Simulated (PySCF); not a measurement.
## Stationary points of CuHCl

These are results of PySCF, PBE0, basis Cu def2-TZVP, H def2-TZVP, Cl def2-TZVP (no relativity, density fitting), not measurements.

Relaxations began from a few typed shapes; open shells are unrestricted. The search is not exhaustive: other isomers or separated fragments can lie lower, and high-lying points may rest on an excited occupation.

| spin | group | bonds | angles | imaginary modes (cm⁻¹) | ΔE (kJ/mol) | ΔE with ZPE (kJ/mol) |
| --- | --- | --- | --- | --- | --- | --- |
| doublet | Cs | Cu–Cl 2.092 Å, Cu–H 1.490 Å | Cl–Cu–H 136.6° | none | 0.0 | 0.0 |
| doublet | C∞v | Cu–Cl 2.122 Å, Cu–H 1.485 Å | Cl–Cu–H 180.0° | 243i, 243i | 4.3 | – |

The lowest minimum found is the doublet Cs: Cu–Cl 2.092 Å, Cu–H 1.490 Å; Cl–Cu–H 136.6°.

For the lowest minimum: with open d or f shells other occupations or spin states may lie lower.
